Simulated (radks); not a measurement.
Values are calculated unless marked as measured or tabulated.
Effect of the nuclear size on neutral neon, [Ne]. Level of theory: Dirac Kohn-Sham, PBE, spin-unpolarised, spherical densities, finite nucleus; Fermi nuclear charge, rms radius 3.0055 fm (a radial shooting solver on a logarithmic mesh with Libxc functionals). The rms radius is varied about that value; shifts are against it.

\begin{tabular}{lrrr}
rms radius (fm) & total energy shift (eV) & density at nucleus (e/bohr^3) & 1s1/2 shift (meV) \\ \hline
2.6208 & -0.000285 & 648.4 & -0.117 \\
2.8071 & -0.000152 & 648.1 & -0.062 \\
3.0055 & 0 & 647.8 & 0.000 \\
3.2309 & 0.000185 & 647.4 & 0.076 \\
3.6066 & 0.000523 & 646.9 & 0.215 \\
\end{tabular}

Slopes of the eigenvalues against <r^2> in GHz/fm^2, as finite differences over the two radii next to the reference (eigenvalue slopes, not the field-shift constants of lines): 1s1/2 13.1.
